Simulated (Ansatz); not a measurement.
`[OH][Al]([SH])[Cl]` + HBr → `[OH][Al]([Cl])[Br]` + H₂S at 500 K and 1 bar (ligand exchange at the Al–S bond).

Isolated molecules relaxed with PBE0-D4/def2-TZVP in Ansatz; ΔE leaves out vibrations. CCSD(T)/CBS is the MP2 limit (def2-TZVPP, def2-QZVPP) plus CCSD(T) − MP2 in def2-TZVPP, frozen cores. This one scheme is used for every species. For Br outer-core shells are correlated without core-valence functions, which leaves a few kJ/mol of doubt a bond. Scalar relativity is left out up to krypton. Each species was taken in one conformer, which may not be the lowest.

| species | CCSD(T)/CBS energy (Eh) | H − E (kJ/mol) | S (J/(mol·K)) |
| --- | --- | --- | --- |
| `[OH][Al]([SH])[Cl]` | -1176.12769 | 104.8 | 385.3 |
| HBr | -2573.91920 | 30.5 | 213.7 |
| `[OH][Al]([Cl])[Br]` | -3351.09145 | 78.7 | 379.4 |
| H₂S | -398.97279 | 57.0 | 224.0 |

H − E and S are ideal-gas, rigid-rotor, harmonic terms from PBE0-D4/def2-TZVP, for one conformer and one mirror image of each species. 1 Eh = 2625.50 kJ/mol, R = 8.31446 J/(mol·K).

By hand: ΔE, ΔH, ΔS and ΔG.

ΔE = (-3351.09145) + (-398.97279) − (-1176.12769) − (-2573.91920) = -0.01735 Eh = -45.6 kJ/mol. Δ(H − E) = 78.7 + 57.0 − 104.8 − 30.5 = 0.4, so ΔH = -45.2 kJ/mol. ΔS = 379.4 + 224.0 − 385.3 − 213.7 = 4.4 J/(mol·K). ΔG = -45.2 − 500 × (4.4)/1000 = -47.4 kJ/mol.

By hand: the equilibrium constant, and the temperature at which ΔG would vanish if ΔH and ΔS stayed fixed.

log₁₀ K = −ΔG/(RT ln 10) = 5.0. ΔH and −TΔS have one sign here, so there is no such temperature.

The number of gas molecules stays the same, so ΔS is small and ΔH decides. A doubt of 5 kJ/mol in ΔE shifts log₁₀ K by 0.5 here. Other conformers and mirror images would add mixing entropy, several J/(mol·K) or more a flexible species. These are equilibria of isolated gas molecules and say nothing of rates. Largest T1 diagnostic: 0.011 (customary marks: 0.02 for closed shells, 0.045 for open ones).

ΔS is within the doubt of such terms, so its sign, and with it that verdict, could turn.
